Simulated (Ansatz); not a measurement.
Program: Ansatz. Geometries: PBE0-D4/def2-TZVP. ΔE: electronic, gas phase. CCSD(T)/CBS adds triple-zeta CCSD(T) − MP2 to the extrapolated MP2 energy (def2 sets, frozen cores). This one scheme is used for every species. Functionals use def2-TZVPP. B3LYP here is the variant with VWN-RPA as its local correlation; programs differ in this. One conformer a species, not always the lowest.

Consider the hydrogenolysis of a C–C bond: `FCOCC(F)F` + H₂ → `COCF` + `FCF`.

```csv
level,ΔE (kJ/mol)
B2PLYP,-43.4
PBE0,-42.9
B3LYP,-48.5
CCSD(T)/def2-TZVPP,-36.6
```

**Question.** What does CCSD(T)/CBS give? (Estimate.)

**Answer.** The calculation gave: -35.9 kJ/mol. The listed levels differ from it by -7.5, -7.0, -12.6, -0.7 kJ/mol.

Largest T1 diagnostic among the species: 0.012.

The D4 term adds +8.8 kJ/mol with B3LYP and +4.9 kJ/mol with PBE0; it sums over pairs of atoms, weighted by their polarisabilities, and B3LYP, whose exchange is more repulsive, gets the larger term. In def2-TZVPP, CCSD(T) changes the Hartree–Fock value by +19.3 kJ/mol (the triples alone add +4.2 kJ/mol) and MP2 by +19.9 kJ/mol.
